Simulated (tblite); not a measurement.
C4H5F2N2Si (doublet state).
Bonds: N1–C2 (double), C2–Si3, Si3–C4, C4–C5, C5–F6, C5–F7, C5–C8, C8–N9 (triple). Hydrogens: H10 on C2; H11, H12 on Si3; H13, H14 on C4.
Bond orders are those of one Lewis drawing.

Computed with GFN2-xTB (tblite), gas phase: L-BFGS steps from a force-field or distance-geometry start until the largest atomic force falls under 0.01 eV/Å.

Step 125: E = -761.7273 eV
```
atom  x, y, z in Å  |  force x, y, z in eV/Å
N1      2.9987   -0.3184   -0.9228   -0.030   0.028   0.025
C2      2.6878    0.0419    0.1873    0.000   0.002  -0.036
Si3     0.8214    0.1626    0.7597    0.020  -0.016  -0.007
C4     -0.2393   -0.0211   -0.8166    0.023  -0.010   0.009
C5     -1.6523   -0.4441   -0.4760   -0.003   0.000   0.007
F6     -2.4195   -0.5937   -1.5955    0.037  -0.012  -0.018
F7     -1.6486   -1.6729    0.1207   -0.028   0.018   0.033
C8     -2.2928    0.5307    0.4121   -0.021   0.020   0.013
N9     -2.7571    1.3204    1.0922    0.015  -0.028  -0.012
H10     3.3643    0.3171    0.9991   -0.011  -0.003  -0.005
H11     0.6086    1.4751    1.3680    0.016   0.034   0.006
H12     0.6302   -0.9318    1.7081   -0.027  -0.028  -0.015
H13     0.1856   -0.7779   -1.4785    0.002  -0.016  -0.012
H14    -0.2876    0.9116   -1.3798    0.007   0.011   0.013
```

Step 126: E = -761.7277 eV
```
atom  x, y, z in Å  |  force x, y, z in eV/Å
N1      3.0078   -0.3019   -0.9229   -0.040   0.033   0.045
C2      2.6893    0.0522    0.1874    0.010  -0.006  -0.061
Si3     0.8217    0.1498    0.7578    0.009  -0.001   0.036
C4     -0.2407   -0.0295   -0.8179    0.030  -0.013   0.002
C5     -1.6564   -0.4437   -0.4746    0.016   0.006  -0.010
F6     -2.4262   -0.5935   -1.5922    0.045  -0.020  -0.019
F7     -1.6591   -1.6693    0.1285   -0.028   0.020   0.028
C8     -2.2899    0.5401    0.4081   -0.006   0.009   0.010
N9     -2.7463    1.3378    1.0835   -0.002  -0.008   0.005
H10     3.3611    0.3352    1.0003   -0.012  -0.005  -0.003
H11     0.6029    1.4575    1.3788    0.016   0.005  -0.014
H12     0.6362   -0.9509    1.7020   -0.020  -0.013  -0.037
H13     0.1811   -0.7885   -1.4805   -0.015  -0.007   0.002
H14    -0.2822    0.9042   -1.3806   -0.002  -0.001   0.015
```

Step 127: E = -761.7280 eV
```
atom  x, y, z in Å  |  force x, y, z in eV/Å
N1      3.0068   -0.2968   -0.9250   -0.023   0.013  -0.003
C2      2.6879    0.0513    0.1867    0.010   0.001  -0.047
Si3     0.8236    0.1444    0.7579   -0.029   0.010   0.039
C4     -0.2418   -0.0282   -0.8167    0.047  -0.004   0.003
C5     -1.6558   -0.4461   -0.4722    0.025   0.010  -0.029
F6     -2.4240   -0.6024   -1.5901    0.041  -0.032  -0.020
F7     -1.6548   -1.6677    0.1375   -0.033  -0.006   0.025
C8     -2.2919    0.5404    0.4037   -0.003   0.026   0.011
N9     -2.7480    1.3448    1.0712   -0.016   0.005   0.024
H10     3.3585    0.3351    0.9991    0.012  -0.001   0.019
H11     0.6137    1.4512    1.3828    0.005   0.016  -0.012
H12     0.6307   -0.9546    1.7016   -0.013  -0.027  -0.031
H13     0.1807   -0.7813   -1.4855   -0.020  -0.010   0.007
H14    -0.2862    0.9093   -1.3731   -0.001  -0.001   0.013
```

Step 128: E = -761.7284 eV
```
atom  x, y, z in Å  |  force x, y, z in eV/Å
N1      3.0109   -0.2865   -0.9255   -0.015   0.002  -0.032
C2      2.6891    0.0588    0.1856    0.000   0.014  -0.007
Si3     0.8239    0.1334    0.7588   -0.030   0.018   0.058
C4     -0.2410   -0.0346   -0.8165    0.031  -0.001   0.002
C5     -1.6575   -0.4449   -0.4708    0.027   0.012  -0.025
F6     -2.4257   -0.6011   -1.5888    0.039  -0.033  -0.016
F7     -1.6632   -1.6645    0.1431   -0.029  -0.001   0.020
C8     -2.2894    0.5479    0.4015   -0.006   0.040   0.012
N9     -2.7420    1.3587    1.0639   -0.008  -0.014   0.014
H10     3.3565    0.3524    0.9976    0.008  -0.006   0.013
H11     0.6072    1.4381    1.3894    0.008  -0.009  -0.019
H12     0.6355   -0.9724    1.6975   -0.007  -0.006  -0.049
H13     0.1770   -0.7899   -1.4861   -0.023  -0.001   0.014
H14    -0.2820    0.9041   -1.3719    0.004  -0.016   0.016
```

**Question.** Estimate the geometry and energy of step 129. (The exact step hangs on the optimiser's Hessian estimate; all steps are aligned on step 128, rigid shifts and turns removed.)

**Answer.** E = -761.7293 eV, largest force 0.084 eV/Å
```
atom  x, y, z in Å  |  force x, y, z in eV/Å
N1      3.0203   -0.2641   -0.9285   -0.018  -0.002  -0.029
C2      2.6914    0.0701    0.1838    0.000   0.028   0.021
Si3     0.8254    0.1144    0.7607   -0.023   0.041   0.051
C4     -0.2386   -0.0453   -0.8160   -0.011   0.005   0.014
C5     -1.6590   -0.4415   -0.4676    0.025   0.011  -0.003
F6     -2.4263   -0.6010   -1.5853    0.030  -0.026  -0.016
F7     -1.6769   -1.6566    0.1563   -0.018   0.008   0.013
C8     -2.2857    0.5622    0.3979    0.031  -0.032  -0.068
N9     -2.7384    1.3794    1.0512   -0.034   0.043   0.064
H10     3.3526    0.3760    0.9976    0.002  -0.019  -0.005
H11     0.5992    1.4169    1.3972    0.011  -0.044  -0.023
H12     0.6410   -1.0020    1.6882    0.003   0.010  -0.054
H13     0.1686   -0.8042   -1.4882   -0.013   0.007   0.021
H14    -0.2743    0.8951   -1.3695    0.016  -0.028   0.014
```

The energy changes by -0.0008 eV. The first-order estimate −F·Δx gives -0.0013 eV and the mean of the old and new forces, exact on a quadratic surface, -0.0008 eV. The step makes an angle of 83° with the force vector and moves no atom by more than 0.032 Å.

The cost below is that of the whole relaxation. Time: 1.4 s wall. Hardware: AMD EPYC 7B13, one thread, shared host with 96 logical CPUs at a one-minute load of 19.
